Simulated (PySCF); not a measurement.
# MPb cations for M along group 14

MP2 with double-zeta basis sets in PySCF, for the lowest determinant that a PBE0 search found; no spin–orbit coupling. De refers to high-spin ground-configuration atoms (the charge goes to the atom of lower measured ionisation energy or higher electron affinity, which is not always the lowest computed limit).

| M | basis | reference, frozen orbitals | charged atom | state (unpaired electrons) | Re (Å) | ωe (cm⁻¹) | De (eV) |
| --- | --- | --- | --- | --- | --- | --- | --- |
| Si | def2-SVP | UHF, 9 | Pb+ | quartet (σ ↑, π ↑↑) | 2.613 | 301 | n/a |
| Ge | def2-SVP | UHF, 13 | Pb+ | quartet (σ ↑, π ↑↑) | 2.669 | 197 | n/a |
| Sn | def2-SVP | UHF, 8 | Sn+ | quartet (σ ↑, π ↑↑) | 2.854 | 154 | n/a |
| Pb | def2-SVP | UHF, 8 | Pb+ | quartet (σ ↑, π ↑↑) | 2.927 | 125 | 2.20 |

The shortest bond is that of SiPb⁺ (2.613 Å), the longest that of Pb₂⁺ (2.927 Å).

Down a group the atoms grow and get heavier, so bonds lengthen and wavenumbers fall; this series shows no clear exception.

Correlated steps freeze the inner cores (8 to 13 orbitals); shallow outer-core shells are correlated. Correlated levels converge slowly with the basis: in double zeta they bind strong bonds too weakly, by up to about 1 eV, and carry superposition errors of some tenths. Spin–orbit coupling is left out, which matters for elements this heavy, above all for dissociation energies. States were picked by a PBE0 search and need not be the measured ground states.
